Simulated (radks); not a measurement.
Values are calculated unless marked as measured or tabulated.
Effect of the nuclear size on the oxygen ion O+, [He] 2s2 2p3. Code: a radial shooting solver on a logarithmic mesh with Libxc functionals. Model: Dirac Kohn-Sham, LDA (Slater exchange, Perdew-Wang correlation), spin-unpolarised, spherical densities, finite nucleus; open shells fill j = l - 1/2 first; Fermi nuclear charge, rms radius 2.6991 fm. The rms radius is varied about that value; shifts are against it.

rms radius (fm),total energy shift (eV),density at nucleus (e/bohr^3),1s1/2 shift (meV)
2.1971,-0.000128,318.9,-0.050
2.5857,-0.0000311,318.6,-0.012
2.6991,0,318.6,0.000
2.7882,0.0000254,318.5,0.010
3.1714,0.000144,318.3,0.056
